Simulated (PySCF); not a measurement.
Method: PBE0-D3(BJ)/def2-TZVP (PySCF). Gas-phase values, no solvent. Excitations are Tamm–Dancoff values on a coarser integration grid. The basis has no diffuse functions, so Rydberg states are missing or too high.

Reference species (SMILES): `[SiH3][Ga]([SiH3])[SiH3]` (neutral, multiplicity 1).

S1–T1 gap (TDA): 0.58 eV
HOMO–LUMO gap: 4.64 eV
HOMO: -7.27 eV

Changed species: `[SiH3][GaH][SiH3]` (1 of 3 SiH3 replaced by H; the reference has 0 of 3 SiH3 replaced by H).

Task: What does the change do to the S1–T1 gap (TDA), HOMO–LUMO gap and HOMO?

Result: the S1–T1 gap (TDA) rises by 0.06 eV, to 0.64 eV; the HOMO–LUMO gap rises by 0.22 eV, to 4.86 eV; the HOMO stays essentially unchanged.
